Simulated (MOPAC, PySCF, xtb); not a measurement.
Constitutional and geometric isomers with formula CH5NSi. All species are isolated molecules in the gas phase. One relaxed conformer stands for each flexible species; it need not be the lowest. Strings in code marks are SMILES.

Quantity: electronic energy of isomers of CH5NSi relative to `C=N[SiH3]`, in kcal/mol. Semi-empirical values (MOPAC) are differences of heats of formation.

Level 1: B3LYP/LANL2DZ // r2SCAN-D4/def2-TZVP (PySCF)
Level 2: PBE/6-31G* // r2SCAN-D4/def2-TZVP (PySCF)
Level 3: GFN2-xTB (xtb)
Level 4: PM6 // r2SCAN-D4/def2-TZVP (MOPAC)

```json
[
 {"species": "`NC=[SiH2]`", "level 1": "10.3", "level 2": "21.4", "level 3": "41.4", "level 4": "37.2"},
 {"species": "`[H]/N=C/[SiH3]`", "level 1": "7.01", "level 2": "10.6", "level 3": "22.6", "level 4": "5.94"},
 {"species": "`C=[SiH]N`", "level 1": "___", "level 2": "6.69", "level 3": "___", "level 4": "6.97"},
 {"species": "`[H]/N=[SiH]\\C`", "level 1": "-2.98", "level 2": "___", "level 3": "___", "level 4": "1.30"}
]
```

Q: Some entries are withheld; supply them.

A: 
- `C=[SiH]N`, level 1: -10.5
- `C=[SiH]N`, level 3: 23.3
- `[H]/N=[SiH]\C`, level 2: 0.67
- `[H]/N=[SiH]\C`, level 3: -1.59
